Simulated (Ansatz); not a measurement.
Reactions of Cl2S2W (`[S]=[W](=[S])([Cl])[Cl]`).

Calculated with Ansatz (gas phase, PBE0-D4/def2-TZVP geometries, no zero-point term in ΔE). CBS: MP2 limit from def2 TZ/QZ plus the TZ coupled-cluster correction, frozen cores. This one scheme is used for every species. def2 core potentials past Kr. For W outer-core shells are correlated without core-valence functions, which leaves a few kJ/mol of doubt a bond. One conformer a species, not always the lowest.

Task: Order these by ΔE at CCSD(T)/CBS, lowest first. (An estimate is asked.)
A. `[S]=[W](=[S])([Cl])[Cl]` + CH₄ → `[CH3][W](=[S])(=[S])[Cl]` + HCl
B. `[S]=[W](=[S])([Cl])[Cl]` + H₂O → `[OH][W](=[S])(=[S])[Cl]` + HCl
C. `[S]=[W](=[S])([Cl])[Cl]` + H–F → `[F][W](=[S])(=[S])[Cl]` + HCl

Result: C (+18.1 kJ/mol), B (+28.9 kJ/mol), A (+130.8 kJ/mol).

Largest T1 diagnostic: 0.022, for `[CH3][W](=[S])(=[S])[Cl]`.
